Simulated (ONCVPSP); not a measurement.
Ranking ONCV potentials for Zr (Z = 40)

All share these settings but for the change named:

* Element: Zr (Z = 40)
* Generator: ONCVPSP 4.0.1
* Type: optimised norm-conserving Vanderbilt (ONCV)
* Functional: PBE
* Relativity: fully relativistic
* Frozen core: [Ar] 3d10
* Valence charge: 12
* Reference configuration: 4s2 4p6 4d2 5s2
* Partial waves: 4s+5s: rc 2.05 bohr, ncon 4, nbas 8, qcut 6.4 1/bohr, 2 projectors; 4p: rc 2.20 bohr, ncon 3, nbas 7, qcut 6.5 1/bohr, 2 projectors, debl 0.9 Ha; 4d: rc 2.25 bohr, ncon 5, nbas 9, qcut 7.7 1/bohr, 3 projectors, debl 3.5 Ha
* Local potential: polynomial inside 1.60 bohr (lpopt 5, dvloc0 3 Ha)
* Core correction: none

Open shells are filled in proportion to 2j + 1.

In the p channel the program set the typed energies aside and used -1.172, 0.250 Ha (j = l + 1/2; the other j can differ).

Test errors are all-electron minus pseudo excitation energies from the reference, over 4s2 4p6 4d2 5s1; 4s2 4p6 4d2 5s0; 4s2 4p6 4d1 5s0; 4s2 4p6 4d2.5 5s1.5. None of these files shows a bound ghost.

The base gives 5.0 meV.

Of 10 variants that were run, those that failed, showed a ghost or another fault, or gave nearly equal values are left out.

A variant can come out equal or close to the base, since the largest error may sit in a test that the change hardly touches while other tests move.

Problem. Rank these variants by their largest absolute test error, smallest first.
A. d: rc 3.28
B. d: rc 2.58
C. d: rc 2.94
D. d: rc 2.16
E. d: rc 3.1

Solution. D (4.8 meV), B (8.3 meV), C (10.8 meV), A (17.8 meV), E (21.8 meV).
